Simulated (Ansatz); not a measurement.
Species: AlH, charge 0, triplet. This triplet is an excited state, 1.9 eV above the singlet at CCSD(T)/cc-pV(5+d)Z (Ansatz, a first-principles code). AlH (SMILES [AlH], triplet).
B3LYP-D3(BJ)/def2-TZVP minimum from Ansatz:
```xyz
2

Al     0.0000     0.0000    -0.1147
H      0.0000     0.0000     1.4914
```
Charge 0, spin multiplicity 3.

Total energies in cc-pV(5+d)Z, 4 correlated electrons, 5 frozen orbitals. Open shells are spin-unrestricted; no spin-orbit coupling. Correlated methods leave the cores frozen. No relativity. Full CI freezes restricted core orbitals and the other rows unrestricted ones, which leaves a small offset even where coupled cluster is exact. The spin of HAl ([AlH], triplet) was assumed, and the state is the lowest solution found for it.

| method | program | energy (Eh) | error against FCI (mEh) |
|---|---|---|---|
| HF | Ansatz | -242.42216 | 60.91 |
| MP2 | Ansatz | -242.46787 | 15.20 |
| CCSD | Ansatz | -242.48089 | 2.18 |
| CCSD(T) | Ansatz | -242.48255 | 0.52 |
| CCSDT(Q) | Ansatz | -242.48313 | -0.07 |
| FCI | Ansatz | -242.48307 | 0.00 |

Rough core times of Ansatz's runs on a shared machine: CCSD(T) 40 s, CCSDT(Q) 8 min, FCI 20 min.
